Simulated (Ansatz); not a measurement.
```yaml
crystal:
  periodic: [false, false, false]
  atoms:
    - {symbol: Si, position_ang: [-0.506329, 0.311523, 0.056626]}
    - {symbol: Sb, position_ang: [1.691424, 0.184347, 0.650718]}
    - {symbol: Cl, position_ang: [2.022023, -2.129295, 0.569046]}
    - {symbol: H, position_ang: [-0.691399, -0.136545, -1.585500]}
    - {symbol: H, position_ang: [-1.530809, -0.167528, 0.488575]}
    - {symbol: H, position_ang: [-0.814779, 1.738503, -0.456434]}
basis:
  gaussian: {orbitals: def2-TZVPD}
magnetization: {spin_polarized: true, initial_magnetization: 1}
hamiltonian: {xc: {name: B97}}
relax: {f_tol: 0.0001, max_steps: 2}
```

```sh
$ ansatz run in.yaml --threads 4 --pin off --events-out ev --progress --plain --max-ram 10444MiB
```

Problem. How does Ansatz answer? (Estimate.)

Solution. Computed: The run did not converge.
```
Functional definition: B97
1221 factors; their error is unknown
mean field evaluation 1: about -26982.3529 eV, gradient 1.5e1 eV
mean field evaluation 2: about -26981.7184 eV, gradient 1.9e1 eV
mean field evaluation 4: about -26983.8997 eV, gradient 1.3e0 eV
mean field evaluation 8: about -26984.0547 eV, gradient 7.4e-2 eV
mean field evaluation 16: about -26984.0547 eV, gradient 5.4e-5 eV
mean field -26984.05474396 eV, -991.6457213912 hartree, gradient 5.4e-5 eV, S^2 0.753623; 0 other end points of the search recorded, 0 dependent functions left out
reference -26984.05478109 eV, -991.6457227559 hartree; 29, 28 occupied and 143, 144 virtual orbitals, 1221 factors
relax step   1: F+E_penalty+E_count = -26984.05474396 eV  Δ(F+E_penalty+E_count) = +0.000e0 eV  max|allowed force component| = 8.091e0 eV/Å  Δτ_max = 0.0000 Å  (31 SCF iters, accepted)
1221 factors; their error is unknown
mean field -26986.05301216 eV, -991.7191563933 hartree, gradient 1.8e-5 eV, S^2 0.753240; 0 other end points of the search recorded, 0 dependent functions left out
reference -26986.05304968 eV, -991.7191577720 hartree; 29, 28 occupied and 143, 144 virtual orbitals, 1221 factors
relax step   2: F+E_penalty+E_count = -26986.05301216 eV  Δ(F+E_penalty+E_count) = -1.998e0 eV  max|allowed force component| = 3.052e0 eV/Å  Δτ_max = 0.1947 Å  (38 SCF iters, accepted)
Error: geometry relaxation did not converge after 2 steps: max|allowed force component| = 3.05e0 eV/Å (threshold 1.0e-4). Raise `relax.max_steps` over both its present limit and 2, loosen `relax.f_tol`, or start from a geometry closer to equilibrium. Where this run's directory can be resumed (`checkpoint.write`), a resume goes on for up to `relax.max_steps` more
```
